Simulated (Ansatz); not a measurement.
## Energy profile

The step: CH₆Si ([CH3][SiH3]) + HBr → CH₅BrSi ([CH3][SiH2][Br]) + H₂; bonds formed: Si1–Br7, H2–H6; bonds broken: Si1–H2, H6–Br7 (atoms numbered as in the saddle structure below).

```csv
atom,x (Å),y (Å),z (Å)
Si1,-0.4114,0.0575,-0.5736
H2,0.8950,0.7543,-1.4709
H3,-0.3023,-0.8830,-1.7374
H4,-1.6822,0.7737,-0.7730
C5,0.0073,-0.9365,0.9288
H6,0.8478,1.3401,-0.8257
Br7,0.3271,2.3038,0.7768
H8,-0.3410,-1.9639,0.7902
H9,-0.4315,-0.4915,1.8205
H10,1.0912,-0.9545,1.0639
```

Electronic energies by CCSD(T) at an estimated basis limit (MP2 extrapolated from triple and quadruple zeta, plus CCSD(T) − MP2 in triple zeta), on PBE0-D4/def2-TZVP structures; CH₇BrSi, singlet; no counterpoise correction. Computed with Ansatz 0.2.0 (basis: def2-TZVPP and def2-QZVPP); correlated methods freeze the cores. Filled d shells of the heavier atoms are correlated. The def2 sets are not built for correlating such inner shells, so the correlated values are less sure here. Extrapolation: Hartree–Fock as exp(−7.88 √X), correlation as X^−2.97.

Question: Give the profile in eV, counted from the separated reactants. (Judge from chemistry; the value comes from the calculation.)

Answer: Computed:
```csv
point,eV
"separated: CH₆Si (linked as [CH3][SiH3]; Si1, H2, H3, H4, C5, H8, H9, H10; singlet) + HBr (H6, Br7; singlet)",0.000
start structure,-0.076
saddle,1.407
end structure,-0.880
"separated: CH₅BrSi (linked as [CH3][SiH2][Br]; Si1, H3, H4, C5, Br7, H8, H9, H10; singlet) + H₂ (H2, H6; singlet)",-0.850
```

T1 diagnostic: at most 0.010.

For scale, one of the runs: CCSD(T)/def2-TZVPP, 219 basis functions (an equivalent command: `ansatz run in.yaml --threads 4`). Hardware: 4 CPU threads, shared host. Wall time 91 s; peak host memory 3.2 GiB.
